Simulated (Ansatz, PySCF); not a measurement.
The pair A = BF3 (SMILES FB(F)F) (first 4 atoms), B = NH3 (SMILES N); geometry from B3LYP-D3(BJ)/def2-TZVP.
(charge 0, multiplicity 1):
```xyz
8

F     -1.128    -0.835     0.693
B     -0.007    -0.090     0.962
F      0.003     1.149     0.371
F      1.173    -0.781     0.849
N     -0.127     0.247     2.616
H     -0.983     0.761     2.807
H     -0.138    -0.618     3.149
H      0.665     0.808     2.917
```

Frozen-core correlation. Rows in 6-31G* carry no dispersion term and start afresh at each structure (6-31G* with six Cartesian d functions). MP2/6-31G* freezes PySCF's default core.

Codes used: Ansatz (a first-principles code) with Gaussian orbitals; PySCF for 6-31G* rows. 

Total energies (hartree), monomers frozen at their geometry in the pair:

```json
[
 {"structure": "AB", "MP2/6-31G*": "-380.1752273", "MP2/aug-cc-pVDZ": "-380.3521952", "CCSD(T)/aug-cc-pVDZ": "-380.3942180"},
 {"structure": "A in the pair's basis", "MP2/6-31G*": "-323.7483533", "MP2/aug-cc-pVDZ": "-323.8784459", "CCSD(T)/aug-cc-pVDZ": "-323.9002688"},
 {"structure": "B in the pair's basis", "MP2/6-31G*": "-56.3625209", "MP2/aug-cc-pVDZ": "-56.4078395", "CCSD(T)/aug-cc-pVDZ": "-56.4283469"},
 {"structure": "A", "MP2/6-31G*": "-323.7423592", "MP2/aug-cc-pVDZ": "-323.8732174", "CCSD(T)/aug-cc-pVDZ": "-323.8944973"},
 {"structure": "B", "MP2/6-31G*": "-56.3538290", "MP2/aug-cc-pVDZ": "-56.4045863", "CCSD(T)/aug-cc-pVDZ": "-56.4250760"}
]
```

Q: Work out the interaction energy without and with the counterpoise correction, and the superposition error, for each level.

A: 
E(AB) − E(A) − E(B), times 627.509 kcal/mol, with the monomers in their own basis and then in the pair's basis:
- MP2/6-31G*: -49.60 uncorrected, -40.38 corrected; the monomers gain 9.22 kcal/mol from borrowed functions
- MP2/aug-cc-pVDZ: -46.68 uncorrected, -41.36 corrected; the monomers gain 5.32 kcal/mol from borrowed functions
- CCSD(T)/aug-cc-pVDZ: -46.84 uncorrected, -41.17 corrected; the monomers gain 5.67 kcal/mol from borrowed functions
